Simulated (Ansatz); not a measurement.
`[OH][Hf]([OH])([OH])[Cl]`, relaxed with RKS PBE0-D4/def2-TZVP in Ansatz 0.2.0 from a GFN2-xTB geometry. The force threshold is 0.005 eV/Å; the program also tests the step.

The species carries charge 0 and has multiplicity 1. Hf takes the def2 core potential.

Start:

```xyz
8

O    -0.735    1.623   -0.202
Hf    0.379    0.164    0.107
O    -0.582   -1.123    1.053
O     0.639   -0.532   -1.599
Cl    2.051    0.543    1.570
H    -1.364    1.551   -0.928
H    -0.287   -1.204    1.970
H    -0.101   -1.022   -1.971
```

Problem. How much energy does the relaxation release, and in how many steps? (An estimate is asked.)

Solution. The calculation gave: 1.04 eV, in 11 steps.

Problem. Which bonds change most? (Best estimate.)

Solution. Computed: Hf2–Cl5 from 2.254 to 2.378 Å; Hf2–O4 from 1.861 to 1.916 Å; O1–Hf2 from 1.862 to 1.916 Å; Hf2–O3 from 1.865 to 1.916 Å.

Problem. Give the relaxed structure. (Best estimate.)

Solution. The calculation gave: 
```xyz
8

O    -0.911    1.592   -0.107
Hf    0.283    0.109    0.115
O    -0.455   -1.144    1.363
O     0.581   -0.748   -1.573
Cl    2.360    0.906    0.955
H    -1.456    2.243   -0.535
H    -1.043   -1.521    2.009
H     0.642   -1.436   -2.227
```
